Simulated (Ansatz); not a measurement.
Reaction (substitution at a C–Al bond): `C[CH]([SiH3])[AlH][NH2]` + H–F → `CC(F)[SiH3]` + `[NH2][AlH2]`

Gas-phase electronic energies from Ansatz, PBE0-D4/def2-TZVP geometries. CCSD(T)/CBS adds triple-zeta CCSD(T) − MP2 to the extrapolated MP2 energy (def2 sets, frozen cores). This one scheme is used for every species. Functionals use def2-TZVPP. One conformer a species, not always the lowest.

CCSD(T)/CBS gives +99.7 kJ/mol.

Another level gave +84.6 kJ/mol. Which?
A. HF/def2-TZVPP
B. MP2/def2-TZVPP
C. r2SCAN/def2-TZVPP
D. SCS-MP2/def2-TZVPP

C. r2SCAN 84.6, SCS-MP2/def2-TZVPP 95.2, HF/def2-TZVPP 60.0, MP2/def2-TZVPP 110.2 kJ/mol.

Largest T1 diagnostic among the species: 0.011.

In def2-TZVPP, CCSD(T) changes the Hartree–Fock value by +35.7 kJ/mol (the triples alone add +3.9 kJ/mol) and MP2 by +50.2 kJ/mol. The D4 term adds +13.2 kJ/mol with B3LYP and +7.6 kJ/mol with PBE0; it sums over pairs of atoms, weighted by their polarisabilities, and B3LYP, whose exchange is more repulsive, gets the larger term. From PBE to PBE0 (25 % exact exchange), in def2-TZVPP and without D4, ΔE moves by +6.1 kJ/mol.

B3LYP here is the variant with VWN-RPA as its local correlation; programs differ in this.
